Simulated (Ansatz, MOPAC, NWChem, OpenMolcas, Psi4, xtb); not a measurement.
# A ladder of methods for C2HBF2 (SMILES C#CB(F)F)

C2HBF2, singlet, SMILES `C#CB(F)F`. Each level relaxes the structure for itself.

Quantity: the highest harmonic wavenumber at each level's own minimum, in cm⁻¹. The values are calculated.

```csv
level,kind,program,value (cm⁻¹)
GFN2-xTB,semi-empirical,xtb,3367
MNDO,semi-empirical,MOPAC,3663
MNDOD,semi-empirical,MOPAC,3664
PM3,semi-empirical,MOPAC,3334
HF/3-21G,Hartree–Fock,OpenMolcas,3649
HF/6-31G* (Cartesian functions),Hartree–Fock,OpenMolcas,3657
B3LYP-D3(BJ)/def2-SVP,global hybrid,NWChem,3458
PBE0-D4/def2-TZVP,global hybrid,Ansatz,3468
wB97X-D/def2-SVP (density fitting),range-separated hybrid,Psi4,3469
```

Harmonic and unscaled. The values span 3334 to 3664 cm⁻¹.
